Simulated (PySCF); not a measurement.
Br3Ga, triplet, geometry from GFN2-xTB (such geometries of metal compounds can be far from the true shape) (a higher spin typed on purpose: for a closed-shell molecule this is an excited state); HF/pcseg-1 run with PySCF.

Input for PySCF:
```python
from pyscf import gto, scf

mol = gto.Mole()
mol.atom = '''
    Ga   -0.270779   -0.717969   -0.488925
    Br    2.225681   -0.138876   -0.528809
    Br   -0.696176   -0.784659    2.037702
    Br   -1.289672    1.559450   -1.075846
'''
mol.basis = 'pcseg-1'
mol.charge = 0
mol.spin = 2
mol.verbose = 5
mol.build()

mf = scf.UHF(mol)
mf.kernel()
mf.analyze()
```

Output, abridged:

```
PySCF version 2.14.0

[INPUT] verbose = 5
[INPUT] max_memory = 4000
[INPUT] num. atoms = 4
[INPUT] num. electrons = 136
[INPUT] charge = 0
[INPUT] spin (= nelec alpha-beta = 2S) = 2
[INPUT] symmetry False subgroup None
[INPUT] Mole.unit = angstrom
[INPUT] Symbol           X                Y                Z      unit          X                Y                Z       unit  Magmom
[...]
[INPUT] ---------------- BASIS SET ----------------
[INPUT] l, kappa, [nprim/nctr], expnt,             c_1 c_2 ...
[INPUT] Ga
[...]
                                13216.8           0.0141705    0    0    0    0
                                3007.66           0.0703552    0    0    0    0
                                849.422           0.245199    0    0    0    0
                                276.595            0.5    0    0    0    0
                                95.3959           0.392973    0    0    0    0
                                183.189              0 -0.080462    0    0    0
                                21.9548              0  0.5    0    0    0
                                9.85248              0 0.378347    0    0    0
                                3.48869              0 0.0423214    0    0    0
                                2.6077               0    0  0.5    0    0
                                1.03672              0    0 0.254793    0    0
                                0.188517             0    0    0    1    0
                                0.0663048            0    0    0    0    1
[...]
                                526.42            0.025031    0    0    0
                                169.409           0.115722    0    0    0
                                63.2435           0.329792    0    0    0
                                25.5018            0.5    0    0    0
                                10.242            0.272708    0    0    0
                                6.51924              0 0.290703    0    0
                                2.6462               0  0.5    0    0
                                1.04896              0 0.270636    0    0
                                0.259549             0    0    1    0
                                0.0646505            0    0    0    1
[...]
                                29.4416           0.100547    0
                                10.4513           0.312568    0
                                3.96696           0.510489    0
                                1.43116            0.5    0
                                0.455184          0.267059    0
                                0.151                0    1
[INPUT] Br
[...]
                                17032.3           0.0140321    0    0    0    0
                                3875.89           0.06974    0    0    0    0
                                1094.78           0.243825    0    0    0    0
                                356.841            0.5    0    0    0    0
                                123.317           0.397752    0    0    0    0
                                235.689              0 -0.0793206    0    0    0
                                28.4876              0  0.5    0    0    0
                                12.879               0 0.367555    0    0    0
                                4.41844              0 0.0448874    0    0    0
                                3.50439              0    0  0.5    0    0
                                1.46525              0    0 0.21969    0    0
                                0.379819             0    0    0    1    0
                                0.138413             0    0    0    0    1
[...]
                                706.766           0.0236047    0    0    0
                                227.783           0.110651    0    0    0
                                85.2764           0.321818    0    0    0
                                34.5964            0.5    0    0    0
                                14.0102           0.282092    0    0    0
                                8.91769              0 0.288898    0    0
                                3.73358              0  0.5    0    0
                                1.57401              0 0.245944    0    0
                                0.550724             0    0    1    0
                                0.154474             0    0    0    1
[...]
                                49.4419           0.0780716    0
                                18.0878           0.264128    0
                                7.19405           0.485386    0
                                2.8202             0.5    0
                                1.0187            0.22722    0
                                0.337                0    1

nuclear repulsion = 1165.3431456327
number of shells = 12
number of NR pGTOs = 328
number of NR cGTOs = 108
basis = pcseg-1
ecp = {}

******** <class 'pyscf.scf.uhf.UHF'> ********
method = UHF
initial guess = minao
damping factor = 0
level_shift factor = 0
DIIS = <class 'pyscf.scf.diis.CDIIS'>
diis_start_cycle = 1
diis_space = 8
diis_damp = 0
SCF conv_tol = 1e-09
SCF conv_tol_grad = None
SCF max_cycles = 50
direct_scf = True
direct_scf_tol = 1e-13
number electrons alpha = 69  beta = 67
Set gradient conv threshold to 3.16228e-05
E1 = -15756.438924401755  E2 = 4955.918680359639  Ecoul = 5297.751959586315  Exc = -341.8332792266756
init E= -9635.17709840941
cond(S) = 195.19731403662553

  alpha mo_energy =
[-4.89964626e+02 -4.89964605e+02 -4.89964605e+02 -3.78686252e+02
 -6.51342164e+01 -6.51342018e+01 -6.51342018e+01 -5.85400837e+01
 -5.85400829e+01 -5.85400829e+01 -5.85399094e+01 -5.85399094e+01
 -5.85399091e+01 -5.85399082e+01 -5.85399074e+01 -5.85399074e+01
 -4.80756686e+01 -4.24376018e+01 -4.24376018e+01 -4.24375567e+01
 -9.85322692e+00 -9.85302050e+00 -9.85302050e+00 -7.48874386e+00
 -7.48867081e+00 -7.48867080e+00 -7.48754391e+00 -7.48754207e+00
[...]
converged SCF energy = -9639.27582104011  <S^2> = 2.0311315  2S+1 = 3.020683
Total Energy =                       -9639.275821040111623
[...]
3 Br 2s          0.00048   0.00057   0.00057
3 Br 3s          0.00218   0.00258   0.00331
3 Br 4s          0.00772   0.00913   0.01332
3 Br 5s         -0.26463  -0.31304  -0.34252
3 Br 2px         0.00026   0.00013   0.00032
3 Br 2py        -0.00044  -0.00056  -0.00046
3 Br 2pz         0.00000   0.00016   0.00025
3 Br 3px        -0.00059  -0.00029  -0.00063
3 Br 3py         0.00102   0.00130   0.00103
3 Br 3pz         0.00000  -0.00035  -0.00046
3 Br 4px         0.00499   0.00314   0.00855
3 Br 4py        -0.00948  -0.01182  -0.01715
3 Br 4pz         0.00047   0.00299   0.00542
3 Br 5px        -0.17733  -0.10273  -0.21204
3 Br 5py         0.30925   0.38947   0.30198
3 Br 5pz        -0.01469  -0.11142  -0.16540
3 Br 3dxy        0.00165   0.00137   0.00126
3 Br 3dyz        0.00045   0.00125   0.00105
3 Br 3dz^2       0.00127   0.00082   0.00043
3 Br 3dxz       -0.00029  -0.00038  -0.00061
3 Br 3dx2-y2     0.00084   0.00170   0.00036
3 Br 4dxy        0.18029   0.14249   0.13142
3 Br 4dyz        0.04566   0.13364   0.10295
3 Br 4dz^2       0.12560   0.09434   0.04362
3 Br 4dxz       -0.03392  -0.04785  -0.08238
3 Br 4dx2-y2     0.09431   0.17897   0.04203

To work with the spin densities directly, `use mulliken_meta_spin()` only printing them here.

 ** Mulliken spin pop alpha/beta on meta-lowdin orthogonal AOs **
 ** Mulliken Spin Density (per AO)  **
spin_pop of  0 Ga 1s        0.00000
spin_pop of  0 Ga 2s        0.00005
spin_pop of  0 Ga 3s        0.00197
spin_pop of  0 Ga 4s        0.46276
spin_pop of  0 Ga 5s        0.00181
spin_pop of  0 Ga 2px       0.00000
spin_pop of  0 Ga 2py       0.00000
spin_pop of  0 Ga 2pz       0.00000
spin_pop of  0 Ga 3px      -0.00002
spin_pop of  0 Ga 3py      -0.00001
spin_pop of  0 Ga 3pz      -0.00001
spin_pop of  0 Ga 4px      -0.01324
spin_pop of  0 Ga 4py       0.16387
spin_pop of  0 Ga 4pz       0.05314
spin_pop of  0 Ga 5px      -0.00095
spin_pop of  0 Ga 5py      -0.00062
spin_pop of  0 Ga 5pz      -0.00083
spin_pop of  0 Ga 3dxy      0.00008
spin_pop of  0 Ga 3dyz      0.00012
spin_pop of  0 Ga 3dz^2     0.00006
spin_pop of  0 Ga 3dxz      0.00008
spin_pop of  0 Ga 3dx2-y2    0.00008
spin_pop of  0 Ga 4dxy     -0.00197
spin_pop of  0 Ga 4dyz     -0.00088
spin_pop of  0 Ga 4dz^2    -0.00154
spin_pop of  0 Ga 4dxz     -0.00336
spin_pop of  0 Ga 4dx2-y2   -0.00127
spin_pop of  1 Br 1s        0.00000
spin_pop of  1 Br 2s        0.00000
spin_pop of  1 Br 3s        0.00020
spin_pop of  1 Br 4s        0.00409
spin_pop of  1 Br 5s       -0.00011
spin_pop of  1 Br 2px       0.00000
spin_pop of  1 Br 2py       0.00000
spin_pop of  1 Br 2pz       0.00000
spin_pop of  1 Br 3px       0.00001
spin_pop of  1 Br 3py       0.00002
spin_pop of  1 Br 3pz       0.00004
spin_pop of  1 Br 4px       0.07876
spin_pop of  1 Br 4py       0.14408
spin_pop of  1 Br 4pz       0.22350
spin_pop of  1 Br 5px      -0.00011
spin_pop of  1 Br 5py      -0.00050
spin_pop of  1 Br 5pz      -0.00101
spin_pop of  1 Br 3dxy      0.00001
spin_pop of  1 Br 3dyz      0.00001
spin_pop of  1 Br 3dz^2     0.00001
spin_pop of  1 Br 3dxz      0.00001
spin_pop of  1 Br 3dx2-y2    0.00001
spin_pop of  1 Br 4dxy     -0.00078
spin_pop of  1 Br 4dyz     -0.00013
spin_pop of  1 Br 4dz^2    -0.00036
spin_pop of  1 Br 4dxz     -0.00044
spin_pop of  1 Br 4dx2-y2   -0.00046
spin_pop of  2 Br 1s        0.00000
spin_pop of  2 Br 2s        0.00000
spin_pop of  2 Br 3s        0.00020
spin_pop of  2 Br 4s        0.00409
spin_pop of  2 Br 5s       -0.00011
spin_pop of  2 Br 2px       0.00000
spin_pop of  2 Br 2py       0.00000
spin_pop of  2 Br 2pz       0.00000
spin_pop of  2 Br 3px       0.00005
spin_pop of  2 Br 3py       0.00001
spin_pop of  2 Br 3pz       0.00002
spin_pop of  2 Br 4px       0.28143
spin_pop of  2 Br 4py       0.07189
spin_pop of  2 Br 4pz       0.09315
spin_pop of  2 Br 5px      -0.00132
spin_pop of  2 Br 5py      -0.00029
spin_pop of  2 Br 5pz      -0.00002
spin_pop of  2 Br 3dxy      0.00001
spin_pop of  2 Br 3dyz      0.00000
spin_pop of  2 Br 3dz^2     0.00001
spin_pop of  2 Br 3dxz      0.00001
spin_pop of  2 Br 3dx2-y2    0.00001
spin_pop of  2 Br 4dxy     -0.00007
spin_pop of  2 Br 4dyz     -0.00020
spin_pop of  2 Br 4dz^2    -0.00134
spin_pop of  2 Br 4dxz     -0.00044
spin_pop of  2 Br 4dx2-y2   -0.00012
spin_pop of  3 Br 1s        0.00000
spin_pop of  3 Br 2s        0.00000
spin_pop of  3 Br 3s        0.00020
spin_pop of  3 Br 4s        0.00409
spin_pop of  3 Br 5s       -0.00011
spin_pop of  3 Br 2px       0.00000
spin_pop of  3 Br 2py       0.00000
spin_pop of  3 Br 2pz       0.00000
spin_pop of  3 Br 3px       0.00003
spin_pop of  3 Br 3py       0.00002
spin_pop of  3 Br 3pz       0.00002
spin_pop of  3 Br 4px       0.19859
spin_pop of  3 Br 4py       0.09762
spin_pop of  3 Br 4pz       0.15017
spin_pop of  3 Br 5px      -0.00096
spin_pop of  3 Br 5py       0.00007
spin_pop of  3 Br 5pz      -0.00073
spin_pop of  3 Br 3dxy      0.00001
spin_pop of  3 Br 3dyz      0.00001
spin_pop of  3 Br 3dz^2     0.00001
spin_pop of  3 Br 3dxz      0.00001
spin_pop of  3 Br 3dx2-y2    0.00001
spin_pop of  3 Br 4dxy     -0.00039
spin_pop of  3 Br 4dyz     -0.00019
spin_pop of  3 Br 4dz^2    -0.00049
spin_pop of  3 Br 4dxz     -0.00010
spin_pop of  3 Br 4dx2-y2   -0.00099
 ** Mulliken Spin Density (per atom)  **
spin density of  0 Ga =      0.65932
spin density of  1 Br =      0.44684
spin density of  2 Br =      0.44696
spin density of  3 Br =      0.44688
 ** Mulliken pop alpha/beta on meta-lowdin orthogonal AOs **
 ** Mulliken pop       alpha | beta **
In total            69.00000 | 67.00000
 ** Mulliken atomic charges   ( Nelec_alpha | Nelec_beta ) **
charge of  0Ga =      0.56375  (    15.54778     14.88847 )
charge of  1Br =     -0.18796  (    17.81740     17.37056 )
charge of  2Br =     -0.18786  (    17.81741     17.37045 )
charge of  3Br =     -0.18793  (    17.81740     17.37052 )
Dipole moment(X, Y, Z, Debye): -0.60144, -1.59355, -1.08442
```
